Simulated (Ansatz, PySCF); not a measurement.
Gas-phase reaction 2 R1 → P1, each structure at its B3LYP-D3(BJ)/def2-SVP stationary point, reached from a drawn start (curvature not checked).
R1, GaI3 (SMILES [I][Ga]([I])[I]) (charge 0, multiplicity 1):
```xyz
4

Ga    -0.00009     0.00004     0.00000
I      2.49580    -0.00979    -0.00914
I     -1.23950     2.16650    -0.00166
I     -1.25620    -2.15675     0.01090
```
P1: Ga2I6 (SMILES [I][Ga-]1([I])[I+][Ga-]([I])([I])[I+]1), charge 0, multiplicity 1.

P less R. No zero-point or thermal terms; no spin–orbit coupling.

Cores are frozen in the correlated methods. In cc and def2 sets filled d and f shells under p-block atoms count as core.

Codes used: Ansatz (a first-principles code) with Gaussian orbitals; PySCF for the D3/D4 terms. No computed number here is a measurement. Elements past Kr take the def2 small-core potentials, without spin–orbit coupling.

Problem. One of these levels gives -24.70 kcal/mol for the reaction energy. Which one is it?
(A) PBE-D3(BJ)/def2-TZVPP
(B) SCS-MP2/def2-SVP
(C) SVWN5/def2-TZVPP

Solution. C, SVWN5/def2-TZVPP. The others give -20.50 (PBE-D3(BJ)/def2-TZVPP), -13.65 (SCS-MP2/def2-SVP)
